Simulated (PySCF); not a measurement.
# Relaxation of singlet ZrO(OH)₂

These are results of PySCF, PBE0, basis Zr def2-SVP with ECP28, O def2-SVP, H def2-SVP (scalar-relativistic core potentials, no spin–orbit coupling, density fitting), not measurements. A (50,194) grid was used.

A start displaced from a saddle point along its imaginary mode, of Cs symmetry, held to at least that symmetry:

```xyz
6
charge 0 multiplicity 1, angstrom
Zr    0.0202   -0.0032    0.0579
O     1.7519   -0.2749   -0.1105
O    -0.6117    1.8628   -0.0917
O    -1.1529   -1.5859   -0.0917
H    -0.3802    2.7932   -0.2500
H    -1.2175   -2.5424   -0.2500
```

Optimiser trace:
```
step  E − E(last) (kJ/mol)  largest gradient (Eh/bohr)
   0                  3.33                     0.01320
   1                  2.26                     0.00371
   2                  1.75                     0.00576
   3                  1.34                     0.00136
   4                  1.13                     0.00488
   5                  0.89                     0.00444
   6                  0.60                     0.00327
   7                  0.33                     0.00284
   8                  0.18                     0.00345
   9                  0.11                     0.00214
  10                  0.07                     0.00058
  11                  0.04                     0.00081
  12                  0.03                     0.00071
  13                  0.01                     0.00024
  14                  0.00                     0.00034
  15                  0.00                     0.00024
```

It ends at Cs with O–H 0.959 Å (×2), Zr–O 1.751 Å, Zr–O 1.964 Å (×2); H–O–Zr 141.5° (×2), O–Zr–O 113.6° (×2), O–Zr–O 118.5° (after a last refinement on a finer grid). The frequency run here used a shortcut that can spoil soft modes, so no verdict on minimum or saddle point is given. Other isomers or separated fragments may lie lower.

Final geometry:
```xyz
6
charge 0 multiplicity 1, angstrom
Zr    0.0350   -0.0055    0.1476
O     1.6799   -0.2636   -0.3954
O    -0.6338    1.8081   -0.2008
O    -1.1572   -1.5270   -0.2008
H    -0.3839    2.6326   -0.6229
H    -1.1719   -2.3884   -0.6229
```

The relaxation took about 90 core-seconds on a shared host.
